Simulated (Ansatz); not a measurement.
`CB(N)[TeH]` and `CB(N)[SiH2]Cl` differ in one atom or group.

Ansatz, PBE0-D4/def2-TZVP geometries, multiplicity 1. Each molecule was computed in one conformer, which needn't be the lowest.

Elements past krypton have def2 core potentials.

```json
{"property": "HOMO–LUMO gap (ωB97M-V/def2-TZVPP) / eV", "`CB(N)[TeH]`": "9.82"}
{"property": "HOMO energy (B3LYP/def2-TZVPP) / eV", "`CB(N)[TeH]`": "-5.93"}
{"property": "HOMO–LUMO gap (B3LYP/def2-TZVPP) / eV", "`CB(N)[TeH]`": "5.55"}
{"property": "HOMO energy (ωB97M-V/def2-TZVPP) / eV", "`CB(N)[TeH]`": "-8.21"}
{"property": "HOMO–LUMO gap (PBE0/def2-TZVPP) / eV", "`CB(N)[TeH]`": "6.02"}
{"property": "HOMO–LUMO gap (PBE/def2-TZVPP) / eV", "`CB(N)[TeH]`": "4.18"}
```

Problem. Give the same properties after the change, and the shifts. (Best estimate.)

Solution. The calculation gave: 
| property | `CB(N)[SiH2]Cl` | shift |
| --- | --- | --- |
| HOMO–LUMO gap (ωB97M-V/def2-TZVPP) / eV | 11.01 | 1.19 |
| HOMO energy (B3LYP/def2-TZVPP) / eV | -7.45 | -1.52 |
| HOMO–LUMO gap (B3LYP/def2-TZVPP) / eV | 6.60 | 1.05 |
| HOMO energy (ωB97M-V/def2-TZVPP) / eV | -9.77 | -1.56 |
| HOMO–LUMO gap (PBE0/def2-TZVPP) / eV | 6.97 | 0.95 |
| HOMO–LUMO gap (PBE/def2-TZVPP) / eV | 4.82 | 0.64 |

With PBE0 the HOMO falls by 1.50 eV and the LUMO falls by 0.55 eV, so the gap widens by about 0.95 eV. PBE moves the HOMO by -1.27 eV and ωB97M-V by -1.56 eV.

B3LYP here is the variant with VWN-RPA as its local correlation; programs differ in this.

Spin–orbit coupling is left out; it splits and shifts lone-pair levels of the heavy atoms by tenths of an eV.
